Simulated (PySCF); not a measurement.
Ti(Cl)3(OH) (Cl₃HOTi), SMILES [OH][Ti]([Cl])([Cl])[Cl], multiplicity 1.

Geometry: r2SCAN-D4/def2-SVP. A frequency run showed that this geometry is not a minimum. The spin state was assumed, not searched. The isomer is the one that the SMILES or the coordinates give; other isomers of the formula were not compared. Other conformers were not sampled.

Two levels are set side by side: PBE/def2-TZVP (PySCF) and CAM-B3LYP/def2-TZVP (PySCF). Same geometry, gas phase. Differences are taken from unrounded values.

| quantity | PBE |
|---|---|
| orbital gap (eV) | 3.85 |
| highest occupied level (eV) | -7.83 |
| lowest empty level (eV) | -3.97 |
| dipole moment (D) | 2.90 |
| mean polarisability (bohr³) | 79.7 |

Question: These are the PBE values. What does CAM-B3LYP give? (An estimate is asked for; the answer gives what the named calculation found.)

Answer: 
| quantity | CAM-B3LYP | PBE minus CAM-B3LYP |
|---|---|---|
| orbital gap (eV) | 8.38 | -4.53 |
| highest occupied level (eV) | -10.50 | 2.68 |
| lowest empty level (eV) | -2.12 | -1.85 |
| dipole moment (D) | 2.99 | -0.10 |
| mean polarisability (bohr³) | 75.7 | 4.0 |

Without exact exchange PBE keeps part of each electron's self-repulsion, which lifts occupied levels and narrows the gap. PBE's more diffuse valence density responds more strongly to a field. Differences between two approximate levels are no errors against the true value.

Rough cost on one machine, each run with all the roots and properties that it gave: CAM-B3LYP against PBE within a factor of 2.
